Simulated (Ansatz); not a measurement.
C$_{4}$H$_{8}$AlN, SMILES `C=C(C)[C](=N)[AlH2]`, charge 0, multiplicity 1.

(1) Give a relaxed structure at PBE0-D4/def2-TZVP (Ansatz). (Estimate.)

Answers

(1) Computed: 
Cartesian coordinates in Å:
```
C 0.524 -0.467 -1.975
C 0.229 -0.416 -0.678
C 0.262 -1.623 0.206
C -0.157 0.869 -0.031
N -0.196 1.935 -0.742
Al -0.630 1.112 1.884
H 0.806 -1.399 -2.454
H 0.487 0.432 -2.579
H 0.554 -2.516 -0.349
H 0.967 -1.493 1.034
H -0.717 -1.812 0.661
H -0.474 2.747 -0.186
H -0.997 2.628 2.185
H -0.657 0.004 3.022
```
Point group Cs.
This is one stationary point; other conformers may exist.
